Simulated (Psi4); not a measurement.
Conformational energy of SMILES C#CCC[Si](F)(F)F (C₄H₅F₃Si). Scanned: dihedral C2–C3–C4–Si5; all other coordinates were relaxed at GFN2-xTB. Points at φ and −φ are mirror images. Heavy atoms are numbered in the order of the SMILES C#CCC[Si](F)(F)F, hydrogens after them in the order of the atoms that carry them; the mirror image has the same energies with the sign of each dihedral reversed.

Computed with: PBE/def2-SVP // GFN2-xTB (Psi4); PBE-D3(BJ)/def2-SVP // GFN2-xTB (Psi4); MP2/cc-pVTZ = DF-MP2 (frozen core)/cc-pVTZ // GFN2-xTB in Psi4 1.11.

Energies relative to the lowest point of each profile, in kcal/mol; the last columns give the difference from MP2:

```json
[
 {"φ / °": "-160", "PBE/def2-SVP": "0.8", "PBE-D3(BJ)/def2-SVP": "0.9", "MP2/cc-pVTZ": "0.7", "PBE/def2-SVP − MP2/cc-pVTZ": "0.1", "PBE-D3(BJ)/def2-SVP − MP2/cc-pVTZ": "0.1"},
 {"φ / °": "-140", "PBE/def2-SVP": "2.5", "PBE-D3(BJ)/def2-SVP": "2.5", "MP2/cc-pVTZ": "2.4", "PBE/def2-SVP − MP2/cc-pVTZ": "0.1", "PBE-D3(BJ)/def2-SVP − MP2/cc-pVTZ": "0.2"},
 {"φ / °": "-120", "PBE/def2-SVP": "3.6", "PBE-D3(BJ)/def2-SVP": "3.6", "MP2/cc-pVTZ": "3.3", "PBE/def2-SVP − MP2/cc-pVTZ": "0.2", "PBE-D3(BJ)/def2-SVP − MP2/cc-pVTZ": "0.3"},
 {"φ / °": "-100", "PBE/def2-SVP": "2.6", "PBE-D3(BJ)/def2-SVP": "2.5", "MP2/cc-pVTZ": "2.5", "PBE/def2-SVP − MP2/cc-pVTZ": "0.1", "PBE-D3(BJ)/def2-SVP − MP2/cc-pVTZ": "0.0"},
 {"φ / °": "-80", "PBE/def2-SVP": "0.9", "PBE-D3(BJ)/def2-SVP": "0.7", "MP2/cc-pVTZ": "1.0", "PBE/def2-SVP − MP2/cc-pVTZ": "-0.1", "PBE-D3(BJ)/def2-SVP − MP2/cc-pVTZ": "-0.2"},
 {"φ / °": "-60", "PBE/def2-SVP": "0.3", "PBE-D3(BJ)/def2-SVP": "0.0", "MP2/cc-pVTZ": "0.3", "PBE/def2-SVP − MP2/cc-pVTZ": "0.1", "PBE-D3(BJ)/def2-SVP − MP2/cc-pVTZ": "-0.3"},
 {"φ / °": "-40", "PBE/def2-SVP": "1.1", "PBE-D3(BJ)/def2-SVP": "0.7", "MP2/cc-pVTZ": "1.0", "PBE/def2-SVP − MP2/cc-pVTZ": "0.2", "PBE-D3(BJ)/def2-SVP − MP2/cc-pVTZ": "-0.3"},
 {"φ / °": "-20", "PBE/def2-SVP": "2.6", "PBE-D3(BJ)/def2-SVP": "2.1", "MP2/cc-pVTZ": "2.6", "PBE/def2-SVP − MP2/cc-pVTZ": "0.0", "PBE-D3(BJ)/def2-SVP − MP2/cc-pVTZ": "-0.5"},
 {"φ / °": "0", "PBE/def2-SVP": "3.4", "PBE-D3(BJ)/def2-SVP": "2.9", "MP2/cc-pVTZ": "3.5", "PBE/def2-SVP − MP2/cc-pVTZ": "0.0", "PBE-D3(BJ)/def2-SVP − MP2/cc-pVTZ": "-0.5"},
 {"φ / °": "20", "PBE/def2-SVP": "2.6", "PBE-D3(BJ)/def2-SVP": "2.1", "MP2/cc-pVTZ": "2.6", "PBE/def2-SVP − MP2/cc-pVTZ": "0.0", "PBE-D3(BJ)/def2-SVP − MP2/cc-pVTZ": "-0.5"},
 {"φ / °": "40", "PBE/def2-SVP": "1.1", "PBE-D3(BJ)/def2-SVP": "0.7", "MP2/cc-pVTZ": "1.0", "PBE/def2-SVP − MP2/cc-pVTZ": "0.2", "PBE-D3(BJ)/def2-SVP − MP2/cc-pVTZ": "-0.3"},
 {"φ / °": "60", "PBE/def2-SVP": "0.3", "PBE-D3(BJ)/def2-SVP": "0.0", "MP2/cc-pVTZ": "0.3", "PBE/def2-SVP − MP2/cc-pVTZ": "0.1", "PBE-D3(BJ)/def2-SVP − MP2/cc-pVTZ": "-0.3"},
 {"φ / °": "80", "PBE/def2-SVP": "0.9", "PBE-D3(BJ)/def2-SVP": "0.7", "MP2/cc-pVTZ": "1.0", "PBE/def2-SVP − MP2/cc-pVTZ": "-0.1", "PBE-D3(BJ)/def2-SVP − MP2/cc-pVTZ": "-0.2"},
 {"φ / °": "100", "PBE/def2-SVP": "2.6", "PBE-D3(BJ)/def2-SVP": "2.5", "MP2/cc-pVTZ": "2.5", "PBE/def2-SVP − MP2/cc-pVTZ": "0.1", "PBE-D3(BJ)/def2-SVP − MP2/cc-pVTZ": "0.0"},
 {"φ / °": "120", "PBE/def2-SVP": "3.6", "PBE-D3(BJ)/def2-SVP": "3.6", "MP2/cc-pVTZ": "3.3", "PBE/def2-SVP − MP2/cc-pVTZ": "0.2", "PBE-D3(BJ)/def2-SVP − MP2/cc-pVTZ": "0.3"},
 {"φ / °": "140", "PBE/def2-SVP": "2.5", "PBE-D3(BJ)/def2-SVP": "2.5", "MP2/cc-pVTZ": "2.4", "PBE/def2-SVP − MP2/cc-pVTZ": "0.1", "PBE-D3(BJ)/def2-SVP − MP2/cc-pVTZ": "0.2"},
 {"φ / °": "160", "PBE/def2-SVP": "0.8", "PBE-D3(BJ)/def2-SVP": "0.9", "MP2/cc-pVTZ": "0.7", "PBE/def2-SVP − MP2/cc-pVTZ": "0.1", "PBE-D3(BJ)/def2-SVP − MP2/cc-pVTZ": "0.1"},
 {"φ / °": "180", "PBE/def2-SVP": "0.0", "PBE-D3(BJ)/def2-SVP": "0.0", "MP2/cc-pVTZ": "0.0", "PBE/def2-SVP − MP2/cc-pVTZ": "0.0", "PBE-D3(BJ)/def2-SVP − MP2/cc-pVTZ": "0.0"}
]
```

PBE/def2-SVP is furthest from MP2/cc-pVTZ at -120 (0.2 kcal/mol, above); its mean absolute difference over the points is 0.1 kcal/mol.

PBE-D3(BJ)/def2-SVP is furthest from MP2/cc-pVTZ at 0 (-0.5 kcal/mol, below); its mean absolute difference over the points is 0.2 kcal/mol.
